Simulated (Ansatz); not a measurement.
Relaxation of H$_{12}$N$_{4}$SiZr (18 atoms, charge 0, multiplicity 1), to a largest force component of 0.03 eV/Å in at most 50 steps.

The calculation used RKS PBE/def2-SVP (Ansatz 0.2.0).

```xyz
18
Properties=species:S:1:pos:R:3
Zr 0.161 -0.050 0.042
N 0.313 -0.032 2.202
H -0.400 0.034 2.933
H 1.235 0.000 2.656
N 2.065 0.024 -0.714
H 2.717 -0.770 -0.721
H 2.521 0.804 -1.200
N -0.840 1.598 -0.694
H -1.415 1.624 -1.544
H -0.916 2.517 -0.239
N -0.686 -1.759 -0.730
H -1.315 -2.464 -0.329
H -0.425 -2.075 -1.674
Si -3.360 0.125 1.481
H -3.768 -0.708 0.301
H -4.089 -0.361 2.706
H -3.715 1.565 1.243
H -1.909 -0.029 1.721
```

**Question.** Where does it end, and by what steps?

**Answer.** The forces met the threshold. After 19 steps the energy has fallen by 0.239 eV; H16 moved furthest, 1.26 Å.

```csv
step,energy less start (eV),largest force component (eV/Å),accepted
0,0.0000,1.457,yes
1,-0.1232,0.554,yes
2,-0.1475,0.201,yes
3,-0.1576,0.234,yes
4,-0.1674,0.206,yes
5,-0.1753,0.184,yes
6,-0.1854,0.252,yes
7,-0.1972,0.218,yes
8,-0.2147,0.206,yes
9,-0.2192,0.228,yes
10,-0.2287,0.115,yes
11,-0.2330,0.057,yes
12,-0.2321,0.054,no
13,-0.2346,0.036,yes
14,-0.2363,0.072,yes
15,-0.2370,0.072,yes
16,-0.2376,0.062,yes
17,-0.2382,0.041,yes
18,-0.2384,0.030,yes
19,-0.2387,0.027,yes
```

```xyz
18
Properties=species:S:1:pos:R:3
Zr 0.377 -0.208 0.049
N 0.731 -0.184 2.073
H -0.030 -0.227 2.764
H 1.614 -0.072 2.584
N 2.131 0.243 -0.927
H 2.823 -0.459 -1.215
H 2.417 1.143 -1.330
N -1.033 1.241 -0.406
H -1.732 1.246 -1.159
H -1.133 2.128 0.104
N -0.222 -2.082 -0.565
H -0.446 -2.913 -0.006
H -0.329 -2.341 -1.554
Si -3.782 0.508 1.393
H -3.962 -0.052 0.012
H -5.050 0.266 2.173
H -3.543 1.990 1.341
H -2.657 -0.182 2.109
```

Whether the end is a true minimum wasn't checked by a vibrational analysis.

Run time: 47 s on 4 threads of Arm Neoverse V2, with other jobs on the host, peak memory 0.25 GiB.
